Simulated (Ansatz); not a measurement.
Cost and result for the atomization energy of C$_{2}$H$_{3}$AsO (`O=C1C[AsH]1`) (7 atoms, 7 bonds).

Total charge 0; spin multiplicity 1. Correlated methods include outer-core shells of As, which these sets cover unevenly. Scalar relativity is left out up to krypton. Geometry: relaxed with PBE0-D4/def2-TZVP. Program: Ansatz. All runs use 2 threads of an Arm Neoverse V2 on a shared host. Times are those of one run each, without the atoms' runs, and a repeat can differ threefold. Electronic energies, without spin–orbit coupling; frozen cores. CCSD(T)/CBS adds CCSD(T) − MP2 in def2-TZVPP to the MP2 limit, and its time is that of the two runs behind it. T1 = 0.015. With those shells the extrapolation isn't a true limit. HSE06 is the plane-wave form, built on full-range PBE exchange.

CCSD(T)/CBS is a level of theory with its own doubt, some kJ/mol a heavy atom from the limit and from the frozen cores, so smaller differences don't rank the functionals.

```
                           level  functions  wall time  atomization (kcal/mol)  difference from CCSD(T)/CBS  per bond
          LDA (SPW92)/def2-TZVPP        183      1.2 s                   751.8                        126.5      18.1
            revPBE-D4/def2-TZVPP        183      1.9 s                   638.9                         13.6       1.9
              BLYP-D4/def2-TZVPP        183      2.1 s                   639.8                         14.5       2.1
              PBE0-D4/def2-TZVPP        183        3 s                   633.6                          8.3       1.2
             HSE06-D4/def2-TZVPP        183      3.3 s                   634.0                          8.7       1.2
         CAM-B3LYP-D4/def2-TZVPP        183      3.4 s                   628.6                          3.3       0.5
                CCSD(T)/def2-SVP         89      4.9 s                   585.1                        -40.2      -5.7
             PBE-QIDH/def2-TZVPP        183        6 s                   621.4                         -3.9      -0.5
               B97M-V/def2-TZVPP        183      9.5 s                   632.7                          7.4       1.1
ωB97M-V/def2-TZVPP (with forces)        183       11 s                   628.0                          2.7       0.4
                  MP2/def2-QZVPP        350       20 s                   634.5                          9.2       1.3
              CCSD(T)/def2-TZVPP        183       84 s                   606.7                        -18.6      -2.7
               CCSD(T)/CBS(def2)          –      100 s                   625.3                          0.0       0.0
```

From BLYP to BHLYP (50 % exact exchange), in def2-TZVPP and without D4, the atomization energy moves by −41.2 kcal/mol: exact exchange takes away binding that semilocal exchange gives to molecules. In def2-TZVPP, CCSD(T) changes the Hartree–Fock value by +203.8 kcal/mol (the triples alone add +16.9 kcal/mol) and MP2 by +220.8 kcal/mol; breaking electron pairs costs correlation energy, which Hartree–Fock lacks. Leaving LDA and LC-ωPBE aside and taking each functional with its dispersion term where it has one, the values, not all of them listed here, spread over 64.2 kcal/mol, from BHLYP-D4 to PBE-D4. LDA lies +95.8 kcal/mol from PBE without D4, its usual overbinding.
